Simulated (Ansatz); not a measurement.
`CO[SiH](O)O[SiH3]` and `O[SiH](Br)O[SiH3]` differ in one atom or group.

Ansatz, PBE0-D4/def2-TZVP geometries, multiplicity 1. Each molecule was computed in one conformer, which needn't be the lowest.

Scalar relativity is left out up to krypton.

| property | `CO[SiH](O)O[SiH3]` |
| --- | --- |
| HOMO–LUMO gap (B3LYP/def2-TZVPP) / eV | 8.37 |
| LUMO energy (PBE0/def2-TZVPP) / eV | 0.32 |
| size of the dipole moment (PBE/def2-TZVPP) / D | 1.56 |
| LUMO energy (B3LYP/def2-TZVPP) / eV | 0.08 |
| HOMO energy (ωB97M-V/def2-TZVPP) / eV | -10.95 |
| HOMO energy (B3LYP/def2-TZVPP) / eV | -8.28 |

Question: Give the same properties after the change, and the shifts. (Best estimate.)

Answer: Ansatz gave: 
```json
{"property": "HOMO–LUMO gap (B3LYP/def2-TZVPP) / eV", "`O[SiH](Br)O[SiH3]`": "8.09", "shift": "-0.28"}
{"property": "LUMO energy (PBE0/def2-TZVPP) / eV", "`O[SiH](Br)O[SiH3]`": "-0.01", "shift": "-0.33"}
{"property": "size of the dipole moment (PBE/def2-TZVPP) / D", "`O[SiH](Br)O[SiH3]`": "1.23", "shift": "-0.33"}
{"property": "LUMO energy (B3LYP/def2-TZVPP) / eV", "`O[SiH](Br)O[SiH3]`": "-0.24", "shift": "-0.32"}
{"property": "HOMO energy (ωB97M-V/def2-TZVPP) / eV", "`O[SiH](Br)O[SiH3]`": "-10.87", "shift": "0.08"}
{"property": "HOMO energy (B3LYP/def2-TZVPP) / eV", "`O[SiH](Br)O[SiH3]`": "-8.32", "shift": "-0.04"}
```

With PBE0 the HOMO falls by 0.07 eV and the LUMO falls by 0.33 eV, so the gap narrows by about 0.26 eV. PBE moves the HOMO by -0.32 eV and ωB97M-V by 0.08 eV. Dipoles are sizes alone; their direction can turn.

B3LYP here is the variant with VWN-RPA as its local correlation; programs differ in this.

Spin–orbit coupling is left out; it splits and shifts lone-pair levels of the heavy atoms by tenths of an eV.
